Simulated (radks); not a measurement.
Values are calculated unless marked as measured or tabulated.
All-electron atom: Er5+ in [Xe] 4f(5/2: 6, 7/2: 3) (not the ground configuration). Code: a radial shooting solver on a logarithmic mesh with Libxc functionals. Model: Dirac Kohn-Sham, relativistic LDA (MacDonald-Vosko exchange, VWN5 correlation), spin-unpolarised, spherical densities, finite nucleus; Fermi nuclear charge, rms radius 5.2516 fm.

X-ray form factor f0, the Fourier transform of the density (f0(0) = 63):

sin(theta)/lambda (1/angstrom)  f0 (electrons)
0.05                                    62.490
0.1                                     61.023
0.15                                    58.769
0.2                                     55.965
0.25                                    52.861
0.3                                     49.677
0.4                                     43.662
0.5                                     38.522
0.6                                     34.246
0.8                                     27.556
1                                       22.688
1.25                                    18.644
1.5                                     16.102
2                                       12.601
